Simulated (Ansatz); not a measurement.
## Molecular dynamics of ClH5O3Si

Input:

```yaml
crystal:
  periodic: [false, false, false]
  atoms:
    - { symbol: Si, position_ang: [-0.0564, -0.3432, -0.0399] }
    - { symbol: H, position_ang: [1.3733, 0.6568, -0.7275] }
    - { symbol: O, position_ang: [0.6985, -1.719, -0.4237] }
    - { symbol: O, position_ang: [-0.0955, -0.3791, 1.5696] }
    - { symbol: O, position_ang: [-1.2544, -0.3649, -1.0984] }
    - { symbol: H, position_ang: [0.9851, 1.5321, -0.5311] }
    - { symbol: Cl, position_ang: [-0.5179, 2.1002, 0.182] }
    - { symbol: H, position_ang: [1.0768, -2.2678, 0.2576] }
    - { symbol: H, position_ang: [-0.4213, 0.3716, 2.0657] }
    - { symbol: H, position_ang: [-1.7883, 0.4134, -1.2542] }
magnetization:
  spin_polarized: true
basis:
  gaussian: { orbitals: STO-3G }
hamiltonian:
  xc: pbe0
md:
  timestep: 0.5
  n_steps: 150
  ensemble: nve
  temperature: 100.0
  initial_velocities: maxwell_boltzmann
  seed: 466210
```

Launched with:

```bash
$ ansatz run input.yaml --threads 1 --pin off --max-ram 2048MiB --backend cpu --events-out ev --progress --plain --runs-dir out
```

It starts from a rough guess of a transition structure, not a stationary point.

Output, in part (one step line in 3, the closing report, with atoms numbered from 0):

```
md step     0: t =     0.00 fs  T =   100.0 K  F+E_penalty+E_count = -26294.95545585 eV  E_kin = 0.103408 eV  conserved = -26294.85204785 eV  (24 SCF iters)
md step     3: t =     1.50 fs  T =   315.1 K  F+E_penalty+E_count = -26295.18215445 eV  E_kin = 0.325842 eV  conserved = -26294.85631265 eV  (29 SCF iters)
md step     6: t =     3.00 fs  T =   666.5 K  F+E_penalty+E_count = -26295.54916314 eV  E_kin = 0.689167 eV  conserved = -26294.85999571 eV  (28 SCF iters)
md step     9: t =     4.50 fs  T =   657.5 K  F+E_penalty+E_count = -26295.53575122 eV  E_kin = 0.679956 eV  conserved = -26294.85579479 eV  (28 SCF iters)
md step    12: t =     6.00 fs  T =  1071.8 K  F+E_penalty+E_count = -26295.97028947 eV  E_kin = 1.108289 eV  conserved = -26294.86200052 eV  (28 SCF iters)
md step    15: t =     7.50 fs  T =  1362.1 K  F+E_penalty+E_count = -26296.26933110 eV  E_kin = 1.408481 eV  conserved = -26294.86085050 eV  (27 SCF iters)
md step    18: t =     9.00 fs  T =  1264.6 K  F+E_penalty+E_count = -26296.15990798 eV  E_kin = 1.307670 eV  conserved = -26294.85223835 eV  (29 SCF iters)
md step    21: t =    10.50 fs  T =  1643.6 K  F+E_penalty+E_count = -26296.56427163 eV  E_kin = 1.699578 eV  conserved = -26294.86469347 eV  (28 SCF iters)
md step    24: t =    12.00 fs  T =  1371.2 K  F+E_penalty+E_count = -26296.26877912 eV  E_kin = 1.417912 eV  conserved = -26294.85086713 eV  (30 SCF iters)
md step    27: t =    13.50 fs  T =  1579.7 K  F+E_penalty+E_count = -26296.50110436 eV  E_kin = 1.633513 eV  conserved = -26294.86759150 eV  (29 SCF iters)
md step    30: t =    15.00 fs  T =  1545.3 K  F+E_penalty+E_count = -26296.45331582 eV  E_kin = 1.597963 eV  conserved = -26294.85535315 eV  (30 SCF iters)
md step    33: t =    16.50 fs  T =  1693.0 K  F+E_penalty+E_count = -26296.60618397 eV  E_kin = 1.750710 eV  conserved = -26294.85547377 eV  (29 SCF iters)
md step    36: t =    18.00 fs  T =  1982.9 K  F+E_penalty+E_count = -26296.91885962 eV  E_kin = 2.050478 eV  conserved = -26294.86838136 eV  (29 SCF iters)
md step    39: t =    19.50 fs  T =  2022.5 K  F+E_penalty+E_count = -26296.95126698 eV  E_kin = 2.091463 eV  conserved = -26294.85980393 eV  (29 SCF iters)
md step    42: t =    21.00 fs  T =  2044.6 K  F+E_penalty+E_count = -26296.97480285 eV  E_kin = 2.114261 eV  conserved = -26294.86054222 eV  (29 SCF iters)
md step    45: t =    22.50 fs  T =  1738.5 K  F+E_penalty+E_count = -26296.64834102 eV  E_kin = 1.797792 eV  conserved = -26294.85054865 eV  (29 SCF iters)
md step    48: t =    24.00 fs  T =  2132.6 K  F+E_penalty+E_count = -26297.07423993 eV  E_kin = 2.205271 eV  conserved = -26294.86896901 eV  (29 SCF iters)
md step    51: t =    25.50 fs  T =  1730.6 K  F+E_penalty+E_count = -26296.63458875 eV  E_kin = 1.789627 eV  conserved = -26294.84496143 eV  (28 SCF iters)
md step    54: t =    27.00 fs  T =  2001.7 K  F+E_penalty+E_count = -26296.93673035 eV  E_kin = 2.069949 eV  conserved = -26294.86678145 eV  (26 SCF iters)
md step    57: t =    28.50 fs  T =  1915.0 K  F+E_penalty+E_count = -26296.83544254 eV  E_kin = 1.980268 eV  conserved = -26294.85517488 eV  (30 SCF iters)
md step    60: t =    30.00 fs  T =  2100.4 K  F+E_penalty+E_count = -26297.02914685 eV  E_kin = 2.172028 eV  conserved = -26294.85711897 eV  (29 SCF iters)
md step    63: t =    31.50 fs  T =  2243.0 K  F+E_penalty+E_count = -26297.18088023 eV  E_kin = 2.319390 eV  conserved = -26294.86148973 eV  (28 SCF iters)
md step    66: t =    33.00 fs  T =  2557.5 K  F+E_penalty+E_count = -26297.51509319 eV  E_kin = 2.644653 eV  conserved = -26294.87044006 eV  (27 SCF iters)
md step    69: t =    34.50 fs  T =  2430.9 K  F+E_penalty+E_count = -26297.36972594 eV  E_kin = 2.513730 eV  conserved = -26294.85599627 eV  (27 SCF iters)
md step    72: t =    36.00 fs  T =  2317.8 K  F+E_penalty+E_count = -26297.25117828 eV  E_kin = 2.396747 eV  conserved = -26294.85443107 eV  (27 SCF iters)
md step    75: t =    37.50 fs  T =  2472.5 K  F+E_penalty+E_count = -26297.42862875 eV  E_kin = 2.556735 eV  conserved = -26294.87189385 eV  (29 SCF iters)
md step    78: t =    39.00 fs  T =  1959.0 K  F+E_penalty+E_count = -26296.87225325 eV  E_kin = 2.025776 eV  conserved = -26294.84647754 eV  (29 SCF iters)
md step    81: t =    40.50 fs  T =  2210.0 K  F+E_penalty+E_count = -26297.14864286 eV  E_kin = 2.285338 eV  conserved = -26294.86330499 eV  (29 SCF iters)
md step    84: t =    42.00 fs  T =  2034.5 K  F+E_penalty+E_count = -26296.95751952 eV  E_kin = 2.103876 eV  conserved = -26294.85364329 eV  (28 SCF iters)
md step    87: t =    43.50 fs  T =  2323.7 K  F+E_penalty+E_count = -26297.26399356 eV  E_kin = 2.402902 eV  conserved = -26294.86109118 eV  (27 SCF iters)
md step    90: t =    45.00 fs  T =  2333.1 K  F+E_penalty+E_count = -26297.26480688 eV  E_kin = 2.412604 eV  conserved = -26294.85220279 eV  (27 SCF iters)
md step    93: t =    46.50 fs  T =  2621.7 K  F+E_penalty+E_count = -26297.58287460 eV  E_kin = 2.711064 eV  conserved = -26294.87181094 eV  (27 SCF iters)
md step    96: t =    48.00 fs  T =  2261.7 K  F+E_penalty+E_count = -26297.19042812 eV  E_kin = 2.338823 eV  conserved = -26294.85160463 eV  (27 SCF iters)
md step    99: t =    49.50 fs  T =  2442.0 K  F+E_penalty+E_count = -26297.38298459 eV  E_kin = 2.525243 eV  conserved = -26294.85774131 eV  (27 SCF iters)
md step   102: t =    51.00 fs  T =  2506.0 K  F+E_penalty+E_count = -26297.46125812 eV  E_kin = 2.591418 eV  conserved = -26294.86984007 eV  (27 SCF iters)
md step   105: t =    52.50 fs  T =  2265.5 K  F+E_penalty+E_count = -26297.20102131 eV  E_kin = 2.342748 eV  conserved = -26294.85827320 eV  (27 SCF iters)
md step   108: t =    54.00 fs  T =  2445.2 K  F+E_penalty+E_count = -26297.39017292 eV  E_kin = 2.528579 eV  conserved = -26294.86159394 eV  (27 SCF iters)
md step   111: t =    55.50 fs  T =  2229.3 K  F+E_penalty+E_count = -26297.15726770 eV  E_kin = 2.305254 eV  conserved = -26294.85201397 eV  (28 SCF iters)
md step   114: t =    57.00 fs  T =  2543.2 K  F+E_penalty+E_count = -26297.49625503 eV  E_kin = 2.629835 eV  conserved = -26294.86641962 eV  (28 SCF iters)
md step   117: t =    58.50 fs  T =  2477.9 K  F+E_penalty+E_count = -26297.40946447 eV  E_kin = 2.562317 eV  conserved = -26294.84714698 eV  (28 SCF iters)
md step   120: t =    60.00 fs  T =  2801.8 K  F+E_penalty+E_count = -26297.76478437 eV  E_kin = 2.897298 eV  conserved = -26294.86748610 eV  (28 SCF iters)
md step   123: t =    61.50 fs  T =  2470.7 K  F+E_penalty+E_count = -26297.40646192 eV  E_kin = 2.554868 eV  conserved = -26294.85159387 eV  (28 SCF iters)
md step   126: t =    63.00 fs  T =  2682.0 K  F+E_penalty+E_count = -26297.63635689 eV  E_kin = 2.773354 eV  conserved = -26294.86300257 eV  (28 SCF iters)
md step   129: t =    64.50 fs  T =  2327.1 K  F+E_penalty+E_count = -26297.26214524 eV  E_kin = 2.406410 eV  conserved = -26294.85573539 eV  (29 SCF iters)
md step   132: t =    66.00 fs  T =  2400.3 K  F+E_penalty+E_count = -26297.34982327 eV  E_kin = 2.482104 eV  conserved = -26294.86771919 eV  (28 SCF iters)
md step   135: t =    67.50 fs  T =  2355.2 K  F+E_penalty+E_count = -26297.29264978 eV  E_kin = 2.435467 eV  conserved = -26294.85718300 eV  (29 SCF iters)
md step   138: t =    69.00 fs  T =  2300.3 K  F+E_penalty+E_count = -26297.23164318 eV  E_kin = 2.378677 eV  conserved = -26294.85296612 eV  (28 SCF iters)
md step   141: t =    70.50 fs  T =  2645.4 K  F+E_penalty+E_count = -26297.60566517 eV  E_kin = 2.735605 eV  conserved = -26294.87006011 eV  (28 SCF iters)
md step   144: t =    72.00 fs  T =  2617.8 K  F+E_penalty+E_count = -26297.56413911 eV  E_kin = 2.707066 eV  conserved = -26294.85707332 eV  (28 SCF iters)
md step   147: t =    73.50 fs  T =  2650.1 K  F+E_penalty+E_count = -26297.60108721 eV  E_kin = 2.740408 eV  conserved = -26294.86067971 eV  (28 SCF iters)
md step   150: t =    75.00 fs  T =  2390.5 K  F+E_penalty+E_count = -26297.32333599 eV  E_kin = 2.471995 eV  conserved = -26294.85134061 eV  (25 SCF iters)
Total energy: -26297.32335939 eV, -966.4088084915 hartree
Atom 0 at    -0.481321    -0.315815     0.153442 Å, force    -0.893544     2.034203    -0.857803 eV/Å
Atom 1 at     7.383726     2.778150    -3.494672 Å, force     0.236693    -4.453132    -0.040149 eV/Å
Atom 2 at     0.988575    -0.727891    -0.527293 Å, force     1.326974    -1.894053     1.020262 eV/Å
Atom 3 at    -0.476975    -0.738178     1.805921 Å, force    -1.544500     0.668746     0.650044 eV/Å
Atom 4 at    -1.727476    -0.747410    -1.030049 Å, force    -0.359994     1.582588     1.477458 eV/Å
Atom 5 at     7.429503     1.917410    -3.502478 Å, force    -0.236580     4.453106     0.040103 eV/Å
Atom 6 at    -0.250069     1.895271     0.087178 Å, force    -0.629772    -1.157475     0.141973 eV/Å
Atom 7 at     1.562225    -1.259106     0.185407 Å, force    -1.326651     1.121903    -1.175191 eV/Å
Atom 8 at    -1.246882    -0.209253     2.311992 Å, force     1.493734    -0.991190    -1.383804 eV/Å
Atom 9 at    -2.523650    -0.037417    -0.933442 Å, force     1.933639    -1.364696     0.127108 eV/Å
Dipole moment:    -0.405336    -0.577741     0.407169 e Å
```

The run went to its last step. The conserved energy stayed within 2.1 meV per atom of its start (net change 0.071 meV per atom), so the integration is sound. The system heated up, since it started high on the potential surface and ran downhill. A run of 0.075 ps of so small a system gives no equilibrium averages. The orbitals stay closed-shell, which can raise the energy where a bond breaks towards radicals; this wasn't checked here. Limits of this set-up: minimal basis.

The step under study would form Si1–Cl7, H2–H6 and break Si1–H2, H6–Cl7. These pairs go: Si1–Cl7 2.50 → 2.22 Å, H2–H6 0.98 → 0.86 Å, Si1–H2 1.88 → 9.21 Å, H6–Cl7 1.76 → 8.48 Å. In the last frame they stand as after the step (other bonds may differ from the relaxed reactants and products). It ends as ClH3O3Si + H2. Pairs count as bonded within 1.25 times the sum of covalent radii (0.12 Å more for H–H).

Last frame:

```xyz
10
Properties=species:S:1:pos:R:3
Si -0.481 -0.316 0.153
H 7.384 2.778 -3.495
O 0.989 -0.728 -0.527
O -0.477 -0.738 1.806
O -1.728 -0.747 -1.030
H 7.429 1.917 -3.502
Cl -0.250 1.895 0.087
H 1.562 -1.259 0.185
H -1.247 -0.209 2.312
H -2.524 -0.037 -0.933
```

The run took 17 min on 1 CPU thread of a shared host.
